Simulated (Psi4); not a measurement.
P2, charge +1, doublet, at a GFN2-xTB geometry (a state made from the parent by changing its charge; the spin is typed, not shown lowest); M06-2X/STO-3G (Psi4 1.11).

Input for Psi4:
```
memory 2 GB

molecule mol {
1 2
  P    -0.000000   -0.000000   -0.984938
  P     0.000000    0.000000    0.984938
}

set basis sto-3g
set reference uks

energy('m06-2x')
print_variables()
```

Predict the main parts of the log of this Psi4 run.


```
   => Loading Basis Set <=

    Name: STO-3G
    Role: ORBITAL
    Keyword: BASIS

         ---------------------------------------------------------
                                   SCF
               by Justin Turney, Rob Parrish, Andy Simmonett
                          and Daniel G. A. Smith
                              UKS Reference
         ---------------------------------------------------------

  ==> Geometry <==

    Molecular point group: d2h
    Full point group: D_inf_h

    Geometry (in Angstrom), charge = 1, multiplicity = 2:

       Center              X                  Y                   Z               Mass
    ------------   -----------------  -----------------  -----------------  -----------------
         P            0.000000000000     0.000000000000    -0.984938000000    30.973761998420
         P            0.000000000000     0.000000000000     0.984938000000    30.973761998420

  Running in d2h symmetry.

  Rotational constants: A = ************  B =      0.28051  C =      0.28051 [cm^-1]
  Rotational constants: A = ************  B =   8409.60234  C =   8409.60234 [MHz]
  Nuclear repulsion =   60.442826046284132

  Charge       = 1
  Multiplicity = 2
  Electrons    = 29
  Nalpha       = 15
  Nbeta        = 14

  ==> Algorithm <==

  SCF Algorithm Type is DF.
  DIIS enabled.
  MOM disabled.
  Fractional occupation disabled.
  Guess Type is SAD.
  Energy threshold   = 1.00e-06
  Density threshold  = 1.00e-06
  Integral threshold = 1.00e-12

  ==> Primary Basis <==

  Basis Set: STO-3G
    Blend: STO-3G
    Number of shells: 10
    Number of basis functions: 18
    Number of Cartesian functions: 18
    Spherical Harmonics?: true
    Max angular momentum: 1

  ==> DFT Potential <==

   => LibXC <=

    Version 7.1.2
    S. Lehtola, C. Steigemann, M. J. T. Oliveira, and M. A. L. Marques,  SoftwareX 7, 1–5 (2018) (10.1016/j.softx.2017.11.002)

   => Composite Functional: M06-2X <=

    Hybrid M06-2X Meta-GGA XC Functional  (10.1007/s00214-007-0310-x)
    Y. Zhao and D. G. Truhlar,  Theor. Chem. Acc., 120, 215, 2008

    Deriv               =              1
    GGA                 =           TRUE
    Meta                =           TRUE

    Exchange Hybrid     =           TRUE
    MP2 Hybrid          =          FALSE

   => Exchange Functionals <=

    1.0000   XC_HYB_MGGA_X_M06_2X

   => Exact (HF) Exchange <=

    0.5400               HF

   => Correlation Functionals <=

    1.0000   XC_MGGA_C_M06_2X

[...]
   @S^2 Observed:                7.500520407E-01
   @S   Expected:                5.000000000E-01
   @S   Observed:                5.000000000E-01

    Orbital Energies [Eh]
    ---------------------

    Alpha Occupied:

[...]
    Alpha Virtual:

[...]
    Beta Occupied:

[...]
    Beta Virtual:

[...]
       5B1u    0.041907

    Final Occupation by Irrep:
             Ag   B1g   B2g   B3g    Au   B1u   B2u   B3u
    DOCC [     5,    0,    1,    1,    0,    4,    1,    2 ]
    SOCC [     0,    0,    0,    0,    0,    0,    1,    0 ]
    NA   [     5,    0,    1,    1,    0,    4,    2,    2 ]
    NB   [     5,    0,    1,    1,    0,    4,    1,    2 ]

  @DF-UKS Final Energy:  -674.68127850319081

   => Energetics <=

    Nuclear Repulsion Energy =             60.4428260462841322
    One-Electron Energy =               -1049.2260694008373321
    Two-Electron Energy =                 335.9790774522110723
    DFT Exchange-Correlation Energy =     -21.8771126008486050
    Empirical Dispersion Energy =           0.0000000000000000
    VV10 Nonlocal Energy =                  0.0000000000000000
    Total Energy =                       -674.6812785031906969

  UHF NO Occupations:
  HONO-2 :    1B3g 1.9999970
  HONO-1 :    4B1u 1.9999770
  HONO-0 :    2B2u 1.0000000
  LUNO+0 :    5B1u 0.0000230
  LUNO+1 :    2B3g 0.0000030
  LUNO+2 :    2B2g 0.0000000

Computation Completed

Properties will be evaluated at   0.000000,   0.000000,   0.000000 [a0]

Properties computed using the SCF density matrix

 Multipole Moments:

 ------------------------------------------------------------------------------------
     Multipole            Electronic (a.u.)      Nuclear  (a.u.)        Total (a.u.)
 ------------------------------------------------------------------------------------

 L = 1.  Multiply by 2.5417464519 to convert [e a0] to [Debye]
 Dipole X            :          0.0000000            0.0000000            0.0000000
 Dipole Y            :          0.0000000            0.0000000            0.0000000
 Dipole Z            :          0.0000000            0.0000000            0.0000000
 Magnitude           :                                                    0.0000000

 ------------------------------------------------------------------------------------

  Variable Map:
  ----------------------------------------------------------------------------
[...]
  Array Variable Map:
  ----------------------------------------------------------------------------
[...]
[...]
```
